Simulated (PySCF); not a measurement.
Screening by computed properties: pick the candidate that meets the target.

Each SMILES stands for a single optimised conformer of the isolated species, non-relativistic unless stated; the electronic structure was computed with PySCF and density fitting.

Dipoles, sizes and rotational constants follow the conformer. The torsions of the flexible species, by atom-mapped SMILES:
- `[H]/[N:3]=[C:2](\[CH3:1])[CH2:4][O:5][CH:6]([F:7])[F:8]`: C1–C2–C4–O5 -64°, C2–C4–O5–C6 -63°, C4–O5–C6–F7 -154°
- `[SiH3:1][CH2:2][SiH:3]1[CH2:4][CH2:5]1`: Si1–C2–Si3–C4 -88°

The conformers of `CC1=CC[C@@H](Cl)C1` and `[H]/N=C1\CCC[C@]1(F)C#N` aren't listed.

Question: Wanted: static isotropic polarisability below 70 au (PBE0/def2-SVPD) and HOMO–LUMO gap above 6 eV (PBE0/def2-SVPD), at GFN2-xTB geometries. Which candidate meets both?
A. `[SiH3]C[SiH]1CC1`
B. `Cc1cc(F)c(C)nn1`
C. `[H]/N=C1\CCC[C@]1(F)C#N`
D. `O(C(F)F)C/C(=N/[H])C`
E. `CC1=CC[C@@H](Cl)C1`

Answer: D. Computed values:
```csv
species,static isotropic polarisability,HOMO–LUMO gap
O(C(F)F)C/C(=N/[H])C,62.4 au,7.21 eV
[H]/N=C1\CCC[C@]1(F)C#N,77.0 au,6.47 eV
CC1=CC[C@@H](Cl)C1,81.9 au,7.47 eV
Cc1cc(F)c(C)nn1,83.9 au,5.30 eV
[SiH3]C[SiH]1CC1,91.1 au,6.93 eV
```
